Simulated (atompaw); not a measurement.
**Building the PAW (atompaw) potential for zirconium (PBE, scalar-relativistic).**

```json
{
  "Element": "Zr (Z = 40)",
  "Generator": "atompaw 4.2.0.5",
  "Type": "PAW",
  "Functional": "PBE",
  "Relativity": "scalar-relativistic",
  "Frozen core": "[Ar] 3d10 4s2",
  "Valence charge": "10",
  "Reference configuration": "4p6 4d2 5s2 5p0",
  "Partial waves": "5s (bound): rc 3.00 bohr; 5s channel at 0.9 Ry: rc 3.00 bohr; 4p (bound): rc 2.15 bohr; 5p (bound, empty): rc 3.00 bohr; 4d (bound): rc 2.05 bohr; 4d channel at 1.1 Ry: rc 3.00 bohr",
  "Local potential": "ultrasoft scheme with l = 3 at 0 Ry, radius 2.65 bohr",
  "Core correction": "smooth core density matched at 1.80 bohr",
  "Augmentation charge": "sinc compensation charge, radius 2.50 bohr; PAW radius 3.00 bohr; waves and projectors: custom polynom2 7 10 vanderbiltortho"
}
```

All-electron outer shells of the reference configuration (PBE, scalar-relativistic, ld1.x):

```
shell  level (eV)  outermost node (bohr)  outermost maximum (bohr)
   3d     -174.71                      –                      0.35
   4s      -54.50                   0.55                      1.08
   4p      -32.46                   0.56                      1.17
   5s       -4.44                   1.47                      3.15
   4d       -3.60                   0.58                      1.59
   5p       -1.47                   1.70                      4.15
```

Task: Estimate the cutoffs (Ry, on a coarse ladder) from which the occupation-weighted sum of valence levels, in a spherical-Bessel basis at the reference potential, stays within 10 and 1 mRy of its value at 400 Ry.

Result: 18 Ry and 25 Ry.

Task: What does a ghost test show?

Result: No extra level below or beside the all-electron valence levels (s, p, d, f tested).

Task: Is the overlap operator S = 1 + Σ q|β⟩⟨β| positive definite (Bessel basis up to 400 Ry)?

Result: Yes: its lowest eigenvalue is 0.51 (d channel).

Task: Which valence shell sets the plane-wave cutoff?

Result: 4d: its level needs 21 Ry to come within 1 mRy, against 15 Ry for 4p.
